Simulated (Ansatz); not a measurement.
`[SH][SnH2][Cl]`, relaxed with RKS PBE0-D4/def2-TZVP in the Gaussian-basis code of Ansatz from a PBE-D4/def2-SVP geometry. The force threshold is 0.005 eV/Å; the program also tests the step.

Charge 0, multiplicity 1. Sn: def2 effective core potential.

Start:

```xyz
6

S    -0.597    1.329    1.296
Sn   -0.186   -0.461   -0.296
Cl    1.857   -1.559    0.236
H     0.352    2.133    0.738
H     0.026    0.166   -1.888
H    -1.452   -1.608   -0.085
```

Task: How much energy does the relaxation release, and in how many steps? (An estimate is asked.)

Result: The calculation gave: 1.00 kcal/mol, in 6 steps.

Task: Which bonds change most? (Estimate.)

Result: Ansatz gave: Sn2–Cl3 from 2.379 to 2.333 Å; S1–Sn2 from 2.431 to 2.385 Å; Sn2–H5 from 1.724 to 1.699 Å; Sn2–H6 from 1.721 to 1.697 Å.

Task: Give the relaxed structure. (Estimate.)

Result: The calculation gave: 
```xyz
6

S    -0.575    1.304    1.277
Sn   -0.192   -0.452   -0.291
Cl    1.814   -1.518    0.238
H     0.355    2.103    0.727
H     0.026    0.161   -1.860
H    -1.428   -1.598   -0.092
```
